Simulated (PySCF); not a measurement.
NMR data simulated for an unnamed compound:

1H NMR (300 MHz, computed): δ 6.04 (m, 1H), 5.36 (d, 2H), 5.15 (m, 2H), 5.15 (s, 3H), 3.19 (br s, 1H).

13C{1H} NMR (computed): δ 192.6 (C), 118.7 (CH).

Non-relativistic, one computed conformer, no solvent model, rapidly exchanging positions averaged. NMR shieldings at PBE0/pcSseg-1/GIAO; geometry: GFN2-xTB; PySCF 2.14.0 with density-fitted response routines.

δ = σ(ref) − σ, references computed at the same level: TMS for 1H (σ = 31.72 ppm), 13C (σ = 186.93 ppm).

**Question.** Which of these does the molecule contain: a Si–H bond, a non-aromatic C=C double bond, a vinyl group CH=CH2, a C≡C triple bond, an amide, an OH group?

**Answer.** 
- A Si–H bond: yes (δH 5.15 (m)).
- A non-aromatic C=C double bond: yes.
- A vinyl group CH=CH2: no.
- A C≡C triple bond: no.
- An amide: no.
- An OH group: yes (δH 3.19 (br s)).

The data belong to `O[SiH2]/C(F)=C\[SiH2]O[SiH3]`, C$_{2}$H$_{9}$FO$_{2}$Si$_{3}$; they needn't prove each group on their own.

Carbon signals by region: 1 in the far downfield region (above 160 ppm), 1 in the sp2 and nitrile region (100–160 ppm). Above 160 ppm: 192.6, fully substituted alkene carbon.

The OH or NH signal is concentration- and solvent-dependent in practice; the value given is the gas-phase one. Splittings by 19F in the carbon and heteronuclear signals aren't shown, as no couplings were computed. Shifts are as computed. Against solution values, carbons near 30 ppm lie about +3 ppm off and those near 130 ppm about +5 ppm. Of 1309 compounds with measured shifts, 239 miss one by over three times the rms of a fit or turn the order of signals round; such compounds aren't used in these exercises. No couplings were computed; multiplicities are counted from neighbouring protons, with m where these are inequivalent, close in shift, in a saturated or five-membered ring or joined by F or P, and br s for small geminal =CH2 splittings.
